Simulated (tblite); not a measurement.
CH3Cl3Si, charge -1, doublet, at a GFN2-xTB geometry (a state made from the parent by changing its charge; the spin is typed, not shown lowest); IPEA1-xTB (tblite).

Input for tblite:
```
$ tblite run mol.xyz --method ipea1 --charge -1 --spin 1 --json tblite.json --no-restart

# file mol.xyz
8

C     -1.88086609    -0.24439940     0.19810488
Si    -0.03103582     0.22941078     0.24173562
Cl     0.94280005    -0.93243123    -1.17927851
Cl    -0.31054700     2.07327251    -1.15476151
Cl     0.45531735    -1.18432133     2.03091734
H     -2.02275001    -1.28867211     0.46708769
H     -2.44430575     0.35993545     0.90406427
H     -2.30194304    -0.07745725    -0.79099435
```

The log (banner, timings and long lists left out):

```
xTB calculator
 | screened Coulomb repulsion
 | Coulomb electrostatics
 |  * isotropic Klopman-Ohno-Mataga-Nishimoto electrostatics
 |  * onsite third-order electrostatics
 | DFT-D3(BJ) dispersion correction

halogen bonding energy    0.0000000000000E+00 Eh
repulsion energy          9.9799189576519E-02 Eh
dispersion energy        -4.0617272172333E-03 Eh
number of electrons       3.3000000000000E+01 e
integral cutoff           4.0000000000000E+01 bohr

------------------------------------------------------------
  cycle        total energy    energy error   density error
------------------------------------------------------------
      1     -19.49905764721  -1.9594795E+01   4.5306716E-01
      2     -19.51582081193  -1.6763165E-02   2.9529746E-01
      3     -19.47497605188   4.0844760E-02   9.8617406E-02
      4     -19.52196931765  -4.6993266E-02   1.0764426E-02
      5     -19.52226230196  -2.9298432E-04   6.6150433E-03
      6     -19.52234633489  -8.4032928E-05   1.4535613E-03
      7     -19.52235498434  -8.6494457E-06   4.0770527E-04
      8     -19.52235530955  -3.2521596E-07   9.2612848E-05
      9     -19.52235533039  -2.0834257E-08   5.2697494E-05
     10     -19.52235534337  -1.2984088E-08   3.7382176E-06
------------------------------------------------------------

electronic energy        -1.9618092805732E+01 Eh
total energy             -1.9522355343373E+01 Eh

Post processing:
 | Mayer-Wiberg bond orders

[Info] JSON dump of results written to 'tblite.json'
```
